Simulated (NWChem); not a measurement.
All runs are NWChem calculations. System: CH3IOSn, charge 0, spin multiplicity 1, at a geometry optimised with PBE/def2-SVP with def2 effective core potentials on Sn, I. The structure started from a generated list of species. Level: RHF/def2-TZVP with def2 effective core potentials on Sn, I.

Output (cleaned and shortened):

```
             Northwest Computational Chemistry Package (NWChem) 7.3.0
             --------------------------------------------------------

                                NWChem Input Module
                                -------------------

 Scaling coordinates for geometry "geometry" by  1.889725989
 (inverse scale =  0.529177249)

 Turning off AUTOSYM since
 SYMMETRY directive was detected!

                             Geometry "geometry" -> ""
                             -------------------------

 Output coordinates in angstroms (scale by  1.889725989 to convert to a.u.)

  No.       Tag          Charge          X              Y              Z
 ---- ---------------- ---------- -------------- -------------- --------------
    1 Sn                  50.0000    -1.06084700    -0.75950300     0.00000000
    2 I                   53.0000     0.65158900     1.45367800     0.00000000
    3 O                    8.0000     0.27277300    -2.27202300     0.00000000
    4 C                    6.0000     1.68037600    -2.31139400     0.00000000
    5 H                    1.0000     2.15167100    -1.30082100     0.00000000
    6 H                    1.0000     2.04602400    -2.86219900     0.89691700
    7 H                    1.0000     2.04602400    -2.86219900    -0.89691700

 Effective nuclear repulsion energy (a.u.)     835.9908772979

            Nuclear Dipole moment (a.u.)
            ----------------------------
        X                 Y               Z
 ---------------- ---------------- ----------------
     0.0000491329     0.0000321253     0.0000000000

      Symmetry information
      --------------------

 Group name             Cs
 Group number              2
 Group order               2
 No. of unique centers     6

      Symmetry unique atoms

     1    2    3    4    5    6


 Summary of "ao basis" -> "" (spherical)
 ------------------------------------------------------------------------------
       Tag                 Description            Shells   Functions and Types
 ---------------- ------------------------------  ------  ---------------------
 *                         def2-tzvp                  on all atoms

 Summary of "ao basis" -> "ao basis" (spherical)
 ------------------------------------------------------------------------------
       Tag                 Description            Shells   Functions and Types
 ---------------- ------------------------------  ------  ---------------------
 Sn                        def2-tzvp                16       50   6s5p3d2f
 I                         def2-tzvp                16       50   6s5p3d2f
 O                         def2-tzvp                11       31   5s3p2d1f
 C                         def2-tzvp                11       31   5s3p2d1f
 H                         def2-tzvp                 4        6   3s1p

                                 NWChem SCF Module
                                 -----------------

  ao basis        = "ao basis"
  functions       =   180
  atoms           =     7
  closed shells   =    32
  open shells     =     0
  charge          =   0.00
  wavefunction    = RHF
  use symmetry    = T
  symmetry adapt  = T

 Summary of "ao basis" -> "ao basis" (spherical)
 ------------------------------------------------------------------------------
       Tag                 Description            Shells   Functions and Types
 ---------------- ------------------------------  ------  ---------------------
 Sn                        def2-tzvp                16       50   6s5p3d2f
 I                         def2-tzvp                16       50   6s5p3d2f
 O                         def2-tzvp                11       31   5s3p2d1f
 C                         def2-tzvp                11       31   5s3p2d1f
 H                         def2-tzvp                 4        6   3s1p

      Symmetry analysis of basis
      --------------------------

        a'        119
        a"         61

 Forming initial guess at       0.3s

      Superposition of Atomic Density Guess
      -------------------------------------

 Sum of atomic energies:        -710.22899833

      Non-variational initial energy
      ------------------------------

 Total energy =    -624.771171
[...]
 Final Fock-matrix accuracy:          1.000E-09
 ----------------------------------------------

              iter       energy          gnorm     gmax       time
             ----- ------------------- --------- --------- --------
                 1     -624.5235662213  1.11D+00  1.90D-01     11.9
                 2     -624.5964616883  3.43D-01  6.57D-02     15.4
                 3     -624.6076495708  1.21D-02  2.06D-03     20.4
                 4     -624.6076753770  8.58D-05  1.56D-05     28.0
                 5     -624.6076753783  8.91D-09  1.85D-09     41.3

       Final RHF  results
       ------------------

         Total SCF energy =   -624.607675378307
      One-electron energy =  -1597.675626876088
      Two-electron energy =    698.997654424295
 Nuclear repulsion energy =    274.070297073486

        Time for solution =     31.4s

       Symmetry analysis of molecular orbitals - final
       -----------------------------------------------

  Numbering of irreducible representations:

     1 a'          2 a"

  Orbital symmetries:

     1 a'          2 a'          3 a'          4 a'          5 a'
     6 a"          7 a'          8 a"          9 a'         10 a'
    11 a'         12 a"         13 a'         14 a"         15 a'
    16 a'         17 a'         18 a"         19 a"         20 a'
    21 a'         22 a'         23 a'         24 a'         25 a"
    26 a'         27 a'         28 a"         29 a'         30 a'
    31 a"         32 a'         33 a"         34 a'         35 a'
    36 a'         37 a"         38 a'         39 a'         40 a'
    41 a"         42 a'

             Final eigenvalues
             -----------------

              1
    1  -20.5400
    2  -11.2681
    3   -7.7138
    4   -5.9061
    5   -5.5643
    6   -5.5611
    7   -5.5602
    8   -4.0976
    9   -4.0928
   10   -4.0882
   11   -2.2592
   12   -2.2578
   13   -2.2568
   14   -2.2532
   15   -2.2531
   16   -1.3771
   17   -1.3628
   18   -1.3624
   19   -1.3578
   20   -1.3523
   21   -1.2886
   22   -0.8948
   23   -0.8697
   24   -0.6490
   25   -0.6006
   26   -0.5951
   27   -0.5143
   28   -0.4306
   29   -0.4278
   30   -0.3683
   31   -0.3671
   32   -0.3497
   33   -0.0071
   34    0.0576
   35    0.0756
   36    0.1660
   37    0.1693
   38    0.1730
   39    0.1916
   40    0.2231
   41    0.2370
   42    0.2573

                       ROHF Final Molecular Orbital Analysis
                       -------------------------------------

 Vector   30  Occ=2.000000D+00  E=-3.683332D-01  Symmetry=a'
              MO Center=  3.9D-01,  1.2D+00, -4.8D-13, r^2= 3.0D+00
   Bfn.  Coefficient  Atom+Function         Bfn.  Coefficient  Atom+Function
  ----- ------------  ---------------      ----- ------------  ---------------
    67      0.463237  2 I  py                61     -0.367698  2 I  py
    64      0.279103  2 I  py                66     -0.255810  2 I  px
    70      0.224012  2 I  py                60      0.205396  2 I  px
    63     -0.160371  2 I  px

 Vector   31  Occ=2.000000D+00  E=-3.670630D-01  Symmetry=a"
              MO Center=  5.7D-01,  1.3D+00,  1.3D-13, r^2= 2.4D+00
   Bfn.  Coefficient  Atom+Function         Bfn.  Coefficient  Atom+Function
  ----- ------------  ---------------      ----- ------------  ---------------
    68      0.540962  2 I  pz                62     -0.431232  2 I  pz
    65      0.329933  2 I  pz                71      0.275539  2 I  pz

 Vector   32  Occ=2.000000D+00  E=-3.497191D-01  Symmetry=a'
              MO Center= -2.8D-01,  3.7D-01,  5.5D-13, r^2= 5.0D+00
   Bfn.  Coefficient  Atom+Function         Bfn.  Coefficient  Atom+Function
  ----- ------------  ---------------      ----- ------------  ---------------
    66      0.423958  2 I  px                 6      0.350286  1 Sn s
     5      0.347375  1 Sn s                 60     -0.335804  2 I  px
     2      0.259062  1 Sn s                 63      0.255384  2 I  px
    69      0.216439  2 I  px                 3     -0.208107  1 Sn s
    16     -0.207691  1 Sn px                10      0.169361  1 Sn px

 Vector   33  Occ=0.000000D+00  E=-7.088209D-03  Symmetry=a"
              MO Center= -1.1D+00, -6.6D-01, -2.7D-13, r^2= 5.0D+00
   Bfn.  Coefficient  Atom+Function         Bfn.  Coefficient  Atom+Function
  ----- ------------  ---------------      ----- ------------  ---------------
    21      0.607004  1 Sn pz                18      0.380369  1 Sn pz
    12     -0.285799  1 Sn pz                15      0.240331  1 Sn pz
    71     -0.209092  2 I  pz

 Vector   34  Occ=0.000000D+00  E= 5.758458D-02  Symmetry=a'
              MO Center= -1.1D+00, -5.9D-01, -2.3D-14, r^2= 8.2D+00
   Bfn.  Coefficient  Atom+Function         Bfn.  Coefficient  Atom+Function
  ----- ------------  ---------------      ----- ------------  ---------------
    20      0.785503  1 Sn py                56     -0.649435  2 I  s
    19      0.598614  1 Sn px                 6      0.396999  1 Sn s
    70      0.385466  2 I  py                69      0.353024  2 I  px
    17      0.239891  1 Sn py                11     -0.207695  1 Sn py
    14      0.193603  1 Sn py                53      0.152713  2 I  s

 Vector   35  Occ=0.000000D+00  E= 7.556605D-02  Symmetry=a'
              MO Center= -1.6D+00, -3.6D-01,  1.8D-13, r^2= 7.3D+00
   Bfn.  Coefficient  Atom+Function         Bfn.  Coefficient  Atom+Function
  ----- ------------  ---------------      ----- ------------  ---------------
    19      1.078055  1 Sn px                20     -0.727431  1 Sn py
   136     -0.678772  4 C  s                  6      0.401950  1 Sn s
    70      0.279391  2 I  py                 5      0.179414  1 Sn s
     2      0.166588  1 Sn s                105     -0.159464  3 O  s
    13      0.153099  1 Sn px               135      0.152900  4 C  s

 center of mass
 --------------
 x =  -0.07926116 y =   0.16284020 z =   0.00000000

 moments of inertia (a.u.)
 ------------------
        1787.829766693141        -517.971413772295           0.000000000000
        -517.971413772295         842.336702310109           0.000000000000
           0.000000000000           0.000000000000        2618.585435944007

  Mulliken analysis of the total density
  --------------------------------------

    Atom       Charge   Shell Charges
 -----------   ------   -------------------------------------------------------
    1 Sn  22    21.10   0.29 -0.77  1.54  0.94  1.11  0.70 -0.40  6.35  0.41  0.62  0.11  8.97  1.04  0.15  0.05  0.00
    2 I   25    25.42   0.18 -0.77  1.58  1.01  1.06  0.89 -0.49  6.45  1.32  2.95  1.20  9.23  0.76  0.05  0.00  0.00
    3 O    8     8.71   0.79  1.18  0.55  0.96  0.34  1.83  2.09  0.93  0.00  0.02  0.00
    4 C    6     6.06   0.85  1.12  0.48  0.65  0.08  1.19  1.28  0.27  0.03  0.09  0.01
    5 H    1     0.90   0.26  0.49  0.12  0.02
    6 H    1     0.91   0.26  0.50  0.12  0.02
    7 H    1     0.91   0.26  0.50  0.12  0.02

       Multipole analysis of the density wrt the origin
       ------------------------------------------------

     L   x y z        total         open         nuclear
     -   - - -        -----         ----         -------
     0   0 0 0      0.000000      0.000000     64.000000

     1   1 0 0     -0.760997      0.000000     21.654843
     1   0 1 0     -0.400361      0.000000    -36.730383
     1   0 0 1      0.000000      0.000000      0.000000

     2   2 0 0    -45.742783      0.000000    235.376933
     2   1 1 0     -0.233390      0.000000     -4.883271
     2   1 0 1      0.000000      0.000000      0.000000
     2   0 2 0    -53.134118      0.000000    560.473337
     2   0 1 1     -0.000000      0.000000      0.000000
     2   0 0 2    -45.928948      0.000000      5.745558

 Task  times  cpu:       41.4s     wall:       41.4s

 Total times  cpu:       41.5s     wall:       41.5s
```

Q: Write an NWChem input that would produce this output.

A: This is not unique; one that fits is 
```
start mol
memory heap 200 mb stack 800 mb global 1000 mb
geometry units angstroms nocenter noautoz
  Sn    -1.060847    -0.759503     0.000000
  I      0.651589     1.453678     0.000000
  O      0.272773    -2.272023     0.000000
  C      1.680376    -2.311394     0.000000
  H      2.151671    -1.300821     0.000000
  H      2.046024    -2.862199     0.896917
  H      2.046024    -2.862199    -0.896917
  symmetry group Cs
end
basis spherical
  * library def2-tzvp
end
ecp
  Sn library def2-ecp
  I library def2-ecp
end
scf
  rhf
  nopen 0
  maxiter 100
  thresh 1e-7
  semidirect memsize 60000000 filesize 0
end
task scf energy
```
